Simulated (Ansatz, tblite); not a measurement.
Cost and result up the ladder for the cluster CaCl₂ (the lowest singlet isomer of a short search) (3 atoms). The state is a singlet with charge 0. Geometry: r2SCAN-D4/def2-TZVP.

```
atom   x (Å)   y (Å)   z (Å)
 Ca1   0.046   0.004   0.045
 Cl2  -1.599  -0.849   1.665
 Cl3   1.553   0.845  -1.710
```

Ansatz on 4 threads of Intel Xeon on a shared host; xTB runs through tblite on one thread. Times are rough, summed over both states, and most runs start from the orbitals of an earlier one. CCSD(T)/def2-TZVPP serves as the yardstick here, not as an exact answer. Differences are given only for rows in sets of like size (and for xTB, whose basis is part of the method), since another set adds its own error. The other state is a quintet at its own geometry.

The 6-31G sets use Cartesian d functions. The xTB rows come from tblite. Correlated methods freeze 15 core orbitals; core or outer-core shells of Ca are correlated, in sets that lack core-valence functions. At PBE0-D4/def2-TZVP a singlet of charge 0 lies 10.67 eV below the quintet, each at its own geometry. The structure comes from a short search, and lower isomers may exist.

Correlated methods converge slowly with the basis.

xTB has no spin-polarisation term.

| level | functions | wall time | quintet − singlet (eV) | difference from CCSD(T)/def2-TZVPP (eV) |
| --- | --- | --- | --- | --- |
| GFN1-xTB | 27 | 0.021 s | 13.98 | 3.67 |
| GFN2-xTB | 27 | 0.025 s | 13.70 | 3.38 |
| HF/6-31G | 55 | 4.9 s | 8.50 | – |
| HF/def2-TZVP | 110 | 6.1 s | 8.50 | -1.81 |
| MP2/def2-TZVP | 110 | 7.6 s | 10.66 | 0.34 |
| r2SCAN-D4/def2-TZVP (with forces) | 110 | 20 s | 10.92 | 0.60 |
| r2SCAN0-D4/def2-TZVP | 110 | 20 s | 10.72 | 0.40 |
| r2SCANh-D4/def2-TZVP | 110 | 26 s | 10.84 | 0.53 |
| CCSD(T)/def2-TZVPP | 120 | 27 s | 10.32 | 0.00 |
